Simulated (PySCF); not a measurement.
# $^{15}$N chemical shifts

Computed data (PySCF): geometry: GFN2-xTB, GIAO PBE0/pcSseg-1 shieldings. No solvent, equivalent nuclei averaged, one conformer, relativity neglected.

Shieldings were converted by a linear fit to measured shifts: $^{15}$N (scatter 6.3 ppm rms vs CH3NO2, solution or neat liquid). Occasional misses reach two or three times the rms, and more in compound classes unlike the fitted ones.

Task: Give the $^{15}$N shifts of `COC(=O)c1cnncn1`.

Result: 
| compound | environment | δ (ppm) |
| --- | --- | --- |
| [CH3:1][O:2][C:3](=[O:4])[c:5]1[cH:6][n:7][n:8][cH:9][n:10]1 | N7: pyridine-type ring nitrogen | 68.5 |
| [CH3:1][O:2][C:3](=[O:4])[c:5]1[cH:6][n:7][n:8][cH:9][n:10]1 | N8: pyridine-type ring nitrogen | 32.6 |
| [CH3:1][O:2][C:3](=[O:4])[c:5]1[cH:6][n:7][n:8][cH:9][n:10]1 | N10: pyridine-type ring nitrogen | -93.3 |

Task: Match the shifts -34.6, -66.4, -96.5, -304.6, -353.2 ppm to `Fc1ccc(F)nc1`, `c1ccc(NC2CC2)cc1`, `[H]/N=C\C=C1\CC[SiH2][SiH2]C1`, `CNC12C=CC(C=C1)C=C2`, `C/N=C\C1=CC=CC12CC2`.

Result: -34.6: C/N=C\C1=CC=CC12CC2 (imine nitrogen); -66.4: [H]/N=C\C=C1\CC[SiH2][SiH2]C1 (imine nitrogen); -96.5: Fc1ccc(F)nc1 (pyridine-type ring nitrogen); -304.6: c1ccc(NC2CC2)cc1 (aniline-type nitrogen); -353.2: CNC12C=CC(C=C1)C=C2 (amine nitrogen).
